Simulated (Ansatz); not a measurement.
Relaxation of CH$_{4}$AlNOSe (9 atoms, charge 0, multiplicity 1), to a largest force component of 0.015 eV/Å in at most 40 steps.

Theory: RKS PBE/def2-mTZVP (Ansatz 0.2.0).

```xyz
9
Properties=species:S:1:pos:R:3:forces:R:3
O -0.177 1.173 1.016 0.13 1.45 1.85
C -0.110 0.047 0.246 -1.61 0.61 -2.19
Se 1.120 0.159 -1.243 -0.32 1.63 -0.99
N -0.062 -1.169 0.957 -0.29 -2.97 0.53
Al -1.713 -0.989 0.059 0.13 0.42 0.10
H -0.894 1.028 1.707 0.98 0.21 -0.66
H 0.259 1.329 -1.896 0.98 -1.17 0.46
H 0.471 -1.897 0.431 0.22 0.35 0.90
H -3.283 -0.966 0.128 -0.23 -0.52 -0.01
```

Task: Where does it end, and by what steps?

Result: The run converged. After 18 steps the energy has fallen by 1.386 eV; H9 moved furthest, 0.74 Å.

| step | energy less start (eV) | largest force component (eV/Å) | accepted |
| --- | --- | --- | --- |
| 0 | 0.0000 | 2.970 | yes |
| 1 | -0.6481 | 1.759 | yes |
| 2 | -0.9580 | 1.346 | yes |
| 3 | -1.0923 | 1.382 | yes |
| 4 | -1.2359 | 0.883 | yes |
| 5 | -1.3024 | 0.840 | yes |
| 6 | -1.3498 | 0.308 | yes |
| 7 | -1.3311 | 0.923 | no |
| 8 | -1.3733 | 0.158 | yes |
| 9 | -1.3762 | 0.141 | yes |
| 10 | -1.3799 | 0.125 | yes |
| 11 | -1.3818 | 0.118 | yes |
| 12 | -1.3834 | 0.131 | yes |
| 13 | -1.3845 | 0.075 | yes |
| 14 | -1.3831 | 0.134 | no |
| 15 | -1.3853 | 0.027 | yes |
| 16 | -1.3856 | 0.019 | yes |
| 17 | -1.3856 | 0.030 | yes |
| 18 | -1.3857 | 0.009 | yes |

```xyz
9
Properties=species:S:1:pos:R:3
O 0.097 1.186 0.929
C -0.347 0.125 0.119
Se 0.792 0.161 -1.532
N -0.397 -1.198 0.718
Al -2.030 -0.910 0.060
H -0.319 1.051 1.807
H 0.763 1.643 -1.691
H 0.473 -1.662 1.008
H -3.423 -1.681 -0.012
```

Whether the end is a true minimum wasn't checked by a vibrational analysis.

Time of the run: 75 s on 2 threads of Arm Neoverse V1, with other jobs on the host, peak memory 0.18 GiB.
